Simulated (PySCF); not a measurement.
C4H4ClF, SMILES CC(Cl)=C=CF.

Coordinates come from a B3LYP-D3(BJ)/def2-SVP optimisation. The structure was generated by enumeration, and PubChem lists no compound with its InChIKey, so it may never have been made.

Two levels are set side by side: TDDFT-PBE/def2-SVPD (PySCF) and TDDFT-PBE0/def2-SVPD (PySCF). Vertical, same geometry. The lowest singlet is HOMO−1→LUMO 54 %, HOMO→LUMO+1 44 % with PBE and HOMO−1→LUMO 57 %, HOMO→LUMO+1 40 % with the other functional; states are paired by order. Differences are taken from unrounded values.

```tsv
quantity	TDDFT-PBE0	TDDFT-PBE	TDDFT-PBE minus TDDFT-PBE0
lowest singlet excitation (eV)	5.20	4.94	-0.26
lowest triplet excitation (TDA) (eV)	4.03	4.05	0.02
first bright state (f over 0.05) (eV)	6.84	6.38	-0.45
its oscillator strength	0.10	0.49	0.40
```

A lower first singlet is the usual sign of a functional without exact exchange. Differences between two approximate levels are no errors against the true value.

Rough cost on one machine, each run with all the roots and properties that it gave: TDDFT-PBE0 against TDDFT-PBE about 4 times.
